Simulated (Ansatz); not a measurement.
Geometry optimisation, RHF/def2-SVP in Ansatz 0.2.0.

input.yaml

```yaml
crystal:
  periodic: [false, false, false]
  atoms:
    - { symbol: Ge, position_ang: [0.0, 0.0, 0.0] }
    - { symbol: H, position_ang: [0.0, 0.0, 1.55] }
    - { symbol: Cl, position_ang: [2.0935, 0.0, -0.7393] }
    - { symbol: Cl, position_ang: [-1.0456, 1.8115, -0.7393] }
    - { symbol: Cl, position_ang: [-1.0456, -1.8115, -0.7393] }
basis:
  gaussian: { orbitals: def2-SVP }
hamiltonian:
  xc: hf
relax:
  f_tol: 0.02
  max_steps: 40
```

Run as:

```bash
$ ansatz run input.yaml --threads 1 --pin off --max-ram 2048MiB --backend cpu --events-out ev --progress --plain --runs-dir out
```

Question: Where does it end, and by what steps?

Answer: The run converged. After 3 steps the energy has fallen by 0.213 eV; Cl3 moved furthest, 0.09 Å.

```json
{"step": "0", "energy less start (eV)": "0.0000", "largest force component (eV/Å)": "1.428", "accepted": "yes"}
{"step": "1", "energy less start (eV)": "-0.2097", "largest force component (eV/Å)": "0.132", "accepted": "yes"}
{"step": "2", "energy less start (eV)": "-0.2131", "largest force component (eV/Å)": "0.026", "accepted": "yes"}
{"step": "3", "energy less start (eV)": "-0.2131", "largest force component (eV/Å)": "0.001", "accepted": "yes"}
```

```xyz
5
Properties=species:S:1:pos:R:3
Ge 0.000 0.000 0.011
H 0.000 0.000 1.523
Cl 2.003 0.000 -0.734
Cl -1.001 1.734 -0.734
Cl -1.001 -1.734 -0.734
```

Whether the end is a true minimum wasn't checked by a vibrational analysis.

The run took 8.4 s on 1 thread of Arm Neoverse V2, on a shared host, peak memory 0.19 GiB.
